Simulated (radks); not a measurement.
Initial-state core-level shifts of the platinum ion Pt+ when its valence configuration changes from [Xe] 4f14 5d9. Method: scalar-relativistic Kohn-Sham, PBEsol, spin-polarised, spherical densities, finite nucleus; open shells are filled with parallel spins first (spin-orbit coupling, left out, can overturn this in heavy ions); Fermi nuclear charge, rms radius 5.427 fm; computed with a radial shooting solver on a logarithmic mesh with Libxc functionals. Shifts are changes of the shell-averaged eigenvalues in eV (positive: less bound); the change of the density at the nucleus, which sets a Mossbauer isomer shift, is in e/bohr^3, on a base of 2.113e+06.

valence                    3s       3p       3d       4d  density at nucleus
4f13 5d10             -14.684  -14.648  -14.490  -11.544              +128.1
4f13 5d9 6s1          -18.071  -18.035  -17.891  -14.908              +294.0
4f13.5 5d9 6s0.5       -8.877   -8.860   -8.787   -7.346              +142.1
4f13.5 5d8 6s0.5 6p1  -13.940  -13.922  -13.862  -12.390              +160.6
4f14 5d7 6p2           -9.782   -9.780   -9.805   -9.751               +20.2
4f12.5 5d9 6s0.5 6p1  -29.319  -29.263  -29.044  -24.423              +293.7
4f13.5 5d9.5           -7.263   -7.246   -7.168   -5.741               +63.3
4f13 5d8 6s0.5 6p1.5  -24.167  -24.130  -23.999  -20.972              +237.5
4f14 5d8.5 6s0.5       -1.551   -1.551   -1.557   -1.546               +78.2
